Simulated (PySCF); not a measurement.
This PySCF input asks for the NMR shieldings of `InChI=1S/C4H12O2Si/c1-2-4(5)3-7-6/h4-6H,2-3,7H2,1H3/t4-/m1/s1`; the geometry comes from GFN2-xTB.

```python
import basis_set_exchange as bse
import numpy as np
from pyscf import gto, dft
from pyscf.prop import nmr

atoms = """
C    -2.442110   -1.011845   -0.590167
C    -1.595094    0.203227   -0.222618
C    -0.131458   -0.149055    0.076084
O     0.531225   -0.630625   -1.086893
C     0.645131    1.060875    0.584601
Si    2.472924    0.658135    0.958810
O     3.184103    0.005949   -0.342376
H    -2.124546   -1.449016   -1.535914
H    -3.484862   -0.722674   -0.696121
H    -2.375418   -1.773268    0.185311
H    -2.015561    0.678846    0.664905
H    -1.618004    0.929563   -1.038084
H    -0.112626   -0.938055    0.847245
H     0.013361   -1.356830   -1.449180
H     0.584967    1.843860   -0.172465
H     0.146026    1.438783    1.474841
H     2.513009   -0.286485    2.081225
H     3.202799    1.888187    1.248689
H     2.596334   -0.380321   -0.995355
"""
names = dict.fromkeys(["C", "O", "Si", "H"], "pcSseg-1")
basis = {el: gto.basis.parse(bse.get_basis(n, elements=[el], fmt="nwchem")) for el, n in names.items()}
mol = gto.M(atom=atoms, basis=basis, charge=0, verbose=0)
mf = dft.RKS(mol, xc="PBE0")
mf.grids.level = 2
mf.grids.alignment = dft.numint.BLKSIZE   # the property module wants whole blocks of grid points
mf.conv_tol = 1e-9
mf.kernel()

calc = nmr.RKS(mf)   # GIAO
C = mf.mo_coeff
Co = C[:, mf.mo_occ > 0]
resp = mf.gen_response(singlet=True, hermi=2)
def vind(x):   # induced exchange potential for any number of trial vectors
    d = np.einsum("pi,xij,qj->xpq", C, 2 * x.reshape(-1, C.shape[1], Co.shape[1]), Co, optimize=True)
    return np.einsum("xpq,pi,qj->xij", resp(d - d.transpose(0, 2, 1)), C, Co, optimize=True).ravel()
mo1, _ = nmr.rhf.solve_mo1(calc, with_cphf=vind)
sigma = calc.kernel(mo1)
for i, s in enumerate(sigma):   # ppm
    print("%2d %-2s %9.2f" % (i, mol.atom_pure_symbol(i), np.trace(s) / 3))
```

Problem. What does it print?

Solution. 
```
 0 C     174.32
 1 C     147.53
 2 C     108.17
 3 O     283.41
 4 C     160.24
 5 Si    367.16
 6 O     317.08
 7 H      30.73
 8 H      30.35
 9 H      30.90
10 H      30.33
11 H      30.18
12 H      27.76
13 H      30.26
14 H      30.47
15 H      31.41
16 H      26.48
17 H      26.66
18 H      28.98
```

These numbers come from an equivalent density-fitted implementation of the same equations, which agrees with the script to about 0.01 ppm for H and up to a few tenths of a ppm for heavy atoms, so last digits may differ.

Problem. Turn these shieldings into chemical shifts. Scale: ¹³C (σref 186.93), ²⁹Si (σref 349.16), ¹H (σref 31.72) against TMS; H2O for ¹⁷O (σref 336.08) (reference shieldings calculated alike).

Solution. Averaging equivalent atoms: C 2: 78.8; C 1: 39.4; C 4: 26.7; C 0: 12.6; O 3: 52.7; O 6: 19.0; Si 5: -18.0; H 16: 5.23; H 17: 5.06; H 12: 3.95; H 18: 2.74; H 11: 1.53; H 13: 1.46; H 10: 1.39; H 14: 1.24; H 7/8/9: 1.06; H 15: 0.31 ppm. Experimental scales use liquid or dissolved standards, which lie at an offset from isolated H2O (liquid H2O: subtract about 36 ppm).

Size and cost of the density-fitted run: 186 basis functions, 50 s wall time on 1 thread of an Arm Neoverse N1, shared host; peak memory 0.84 GiB.
